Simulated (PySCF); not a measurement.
**Electric properties by functional and basis**

C₃H₄BCl₂N.
Atom-mapped SMILES: `[H]/[N:4]=[C:3](\[CH:2]=[CH2:1])[B:5]([Cl:6])[Cl:7]` (hydrogens: H8, H9 on C1; H10 on C2; H11 on N4)

Structure used (PBE0-D3(BJ)/def2-SVP), in Å, numbered top down from 1:
```
atom  x, y, z in Å
C1    -1.3105   -0.9647    0.6679
C2    -1.0190    0.0689   -0.1302
C3     0.3361    0.5723   -0.3971
N4     0.6018    1.5537   -1.1773
B5     1.6382   -0.0822    0.2147
Cl6    2.0704   -1.7272   -0.1932
Cl7    2.6788    0.8399    1.2610
H8    -2.3435   -1.2802    0.8315
H9    -0.5304   -1.5395    1.1757
H10   -1.8287    0.6161   -0.6316
H11   -0.2572    1.9223   -1.6076
```

PySCF, dipoles from the SCF density, polarisabilities from static response with core orbitals frozen. Geometry: PBE0-D3(BJ)/def2-SVP, one conformer, isolated molecule.

Question: Compare the levels for these properties.

Answer: 

| level | μ (D) | α (Å³) | anisotropy (Å³) |
| --- | --- | --- | --- |
| LDA/def2-SVPD | 2.908 | 13.27 | 3.99 |
| PBE/def2-SVPD | 2.840 | 13.16 | 3.99 |
| B3LYP/def2-SVPD | 2.946 | 12.78 | 3.92 |
| PBE0/def2-SVPD | 2.964 | 12.64 | 3.87 |
| BHandHLYP/def2-SVPD | 3.079 | 12.33 | 3.90 |
| CAM-B3LYP/def2-SVPD | 3.013 | 12.53 | 3.83 |
| wB97X-D/def2-SVPD | 3.034 | 12.52 | 3.82 |
| LC-wPBE/def2-SVPD | 3.050 | 12.18 | 3.71 |
| HF/def2-SVPD | 3.267 | 11.97 | 4.11 |
| PBE0/6-31G* | 3.047 | 10.02 | 4.63 |
| PBE0/def2-SVP | 2.767 | 9.93 | 4.43 |
| PBE0/6-31+G* | 3.144 | 11.74 | 4.21 |
| PBE0/aug-cc-pVDZ | 2.923 | 12.80 | 3.94 |
| PBE0/def2-TZVP | 2.892 | 11.91 | 4.13 |

The anisotropy is √(½[(α1 − α2)² + (α2 − α3)² + (α3 − α1)²]). The dipole runs from 2.77 D (PBE0/def2-SVP) to 3.27 D (HF/def2-SVPD). No reference polarisability is at hand; against PBE0 in the largest diffuse basis at hand (aug-cc-pVDZ) the other PBE0 rows deviate by 6-31G* -22%, def2-SVP -22%, 6-31+G* -8%, def2-SVPD -1%, def2-TZVP -7%. In one basis (def2-SVPD) the functionals order the polarisability from HF (lowest) to LDA (highest), a spread of 11%. With PBE0 the polarisability is 10.62 Å³ without diffuse functions (mean of 6-31G*, def2-SVP and def2-TZVP) and 12.39 Å³ with them (mean of 6-31+G*, def2-SVPD and aug-cc-pVDZ).
